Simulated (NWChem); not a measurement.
System: CCl₃F; SMILES FC(Cl)(Cl)Cl

```xyz
5

F      0.0000     0.0000     1.5891
C      0.0000     0.0000     0.2517
Cl     1.3346    -1.0499    -0.3095
Cl    -1.5765    -0.6308    -0.3095
Cl     0.2419     1.6807    -0.3095
```
Atoms are numbered in this order, from 1.

Computed with NWChem. Pople sets run with spherical d functions. All runs use the structure optimised with B3LYP/6-31G* (spherical d). Level: PBE/6-31G* with SMD (1 M gas to 1 M solution), gas-phase geometry.

### Question
Among these, which solvent gives the highest value of “solvation free energy (kcal/mol)”?
A. tetrahydrofuran
B. water
C. methanol
D. diethyl ether

### Answer
B, water. Values: diethyl ether -2.8; methanol -2.4; tetrahydrofuran -2.2; water 1.7
